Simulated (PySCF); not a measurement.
C4H5Si, SMILES [C]1=C[SiH2]C=C1, multiplicity 2. Atoms are numbered in the order given.

```xyz
10

C      1.1017     1.0033     0.0000
C      1.3989    -0.2929     0.0000
Si    -0.3171    -1.1027     0.0000
C     -1.2258     0.5504     0.0000
C     -0.2757     1.5162     0.0000
H      2.3974    -0.7351     0.0000
H     -0.5889    -1.9286     1.2127
H     -0.5889    -1.9286    -1.2127
H     -2.2950     0.7764     0.0000
H     -0.4784     2.5920     0.0000
```
Charge 0, spin multiplicity 2.

Geometry optimised at B3LYP-D3(BJ)/def2-SVP. The isomer is the one that the SMILES or the coordinates give; other isomers of the formula were not compared.

Computed with PBE0/pcH-1 in PySCF.

Unrestricted Kohn–Sham, ⟨S²⟩ = 0.767. Hyperfine tensors hold the contact and dipolar terms, without spin-orbit corrections.

Estimate the hyperfine couplings. (An estimate is asked for; the answer gives what the named calculation found.)


| nucleus | A(iso) (MHz) | A(iso) (G) | dipolar principal values (MHz) |
|---|---|---|---|
| 13C no. 1 | 356.3 | 127.2 | -78.5, -52.6, 131.2 |
| 13C no. 2 | -15.0 | -5.3 | -26.1, 2.4, 23.8 |
| 29Si no. 3 | -111.1 | -39.6 | -21.2, 10.5, 10.7 |
| 13C no. 4 | 46.8 | 16.7 | -5.8, 1.9, 3.9 |
| 13C no. 5 | 42.2 | 15.1 | -11.6, -3.0, 14.6 |
| 1H no. 6 | 75.0 | 26.8 | -6.7, -5.4, 12.1 |
| 1H no. 7 | 8.1 | 2.9 | -1.8, -0.8, 2.6 |
| 1H no. 8 | 8.1 | 2.9 | -1.8, -0.8, 2.6 |
| 1H no. 9 | 9.4 | 3.4 | -2.7, -2.4, 5.1 |
| 1H no. 10 | 14.0 | 5.0 | -6.5, -5.0, 11.5 |
